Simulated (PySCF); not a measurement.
One of the candidates below gave these computed data.

All candidates are C7H10NP.

| technique | computed result |
| --- | --- |
| UV, first state | lowest singlet excitation: 4.69 eV (264 nm, f = 0.312) [TDDFT CAM-B3LYP/def2-SVPD] |
| 13C NMR | chemical shifts (computed TMS as zero) by class: 160.4 (1 C), 143.2 (1 C), 135.4 (1 C), 131.8 (1 C), 120.0 (1 C), 47.6 (1 C), 18.2 (1 C) ppm [GIAO PBE0/pcSseg-1] |
| Triplet | lowest triplet excitation (Tamm–Dancoff): 3.07 eV [TDA CAM-B3LYP/def2-SVPD] |
| 1H NMR | chemical shifts (computed TMS as zero) by class: 7.72 (1 H), 7.68 (1 H), 6.58 (1 H), 5.99 (1 H), 5.45 (1 H), 3.84 (2 H), 1.24 (3 H) ppm [GIAO PBE0/pcSseg-1] |
| Dipole | 3.71 D [CAM-B3LYP/def2-SVPD] |
| Polarisability | 119.5 au [CAM-B3LYP/def2-SVPD] |
| Rotational structure | rotational constants A, B, C: 1.711, 1.305, 0.792 GHz [PBE0-D3(BJ)/def2-SVP] |

Electronic properties: PySCF, gas phase, density fitting. Levels stand in brackets. One conformer (not necessarily the lowest) at the PBE0-D3(BJ)/def2-SVP geometry, without solvent, vibrations or thermal averaging. NMR classes are plain means over equivalent atoms (diastereotopic ones count apart unless rotation or inversion swaps them), as if these changed places fast.

Question: Which candidate is it?
A. `CC#CP(C)CCC#N`
B. `Cc1cn(C2CC2)cp1`
C. `C=Cc1cpcn1CC`

Answer: C. It is `C=Cc1cpcn1CC`. Numbering: `[CH2:1]=[CH:2][c:3]1[cH:4][p:5][cH:6][n:7]1[CH2:8][CH3:9]`. 7 carbons fall into 7 classes; from least to most shielded: aromatic CH next to a ring nitrogen [C6] (160.4 ppm), substituted aromatic carbon [C3] (143.2 ppm), aromatic CH carbon [C4] (135.4 ppm), alkene CH carbon [C2] (131.8 ppm), terminal =CH2 carbon [C1] (120.0 ppm), chain sp3 carbon bound to nitrogen [C8] (47.6 ppm), methyl carbon [C9] (18.2 ppm). Hydrogen classes from least to most shielded: 1 H on an aromatic CH next to a ring nitrogen, C6 (7.72 ppm), 1 H on an aromatic CH carbon, C4 (7.68 ppm), 1 H on an alkene CH carbon, C2 (6.58 ppm), 1 H on a terminal =CH2 carbon, C1 (5.99 ppm), 1 H on a terminal =CH2 carbon, C1 (5.45 ppm), 2 H on an sp3 carbon bound to nitrogen, C8 (3.84 ppm), 3 H on a methyl carbon, C9 (1.24 ppm). The optimised geometry has point group C1 and is an asymmetric top.

The others, at the same levels:
- `Cc1cn(C2CC2)cp1` fails: its computed lowest singlet excitation is 5.34 eV (232 nm, f = 0.133) (against 4.69 eV), lowest triplet excitation (Tamm–Dancoff) is 3.43 eV (against 3.07 eV) and static isotropic polarisability is 111.4 au (against 119.5 au).
- `CC#CP(C)CCC#N` fails: its computed 13C shifts are 124.8 (1 C), 112.0 (1 C), 83.1 (1 C), 31.5 (1 C), 15.7 (1 C), 15.1 (1 C), 5.9 (1 C) ppm, 1H shifts are 2.16 (2 H), 2.03 (3 H), 1.57 (2 H), 1.26 (3 H) ppm and rotational constant A is 1.561 GHz (against 1.711 GHz).

Each candidate is one conformer, not necessarily the lowest. The conformers computed, where there is a choice (atom-mapped SMILES and torsion angles):
- `[CH2:1]=[CH:2][c:3]1[cH:4][p:5][cH:6][n:7]1[CH2:8][CH3:9]`: C1–C2–C3–C4 -16°, C6–N7–C8–C9 97°
- `[CH3:1][c:2]1[cH:3][n:4]([CH:5]2[CH2:6][CH2:7]2)[cH:8][p:9]1`: C3–N4–C5–C6 130°
- `[CH3:1][C:2]#[C:3][P:4]([CH3:5])[CH2:6][CH2:7][C:8]#[N:9]`: C3–P4–C6–C7 -68°, P4–C6–C7–C8 180°
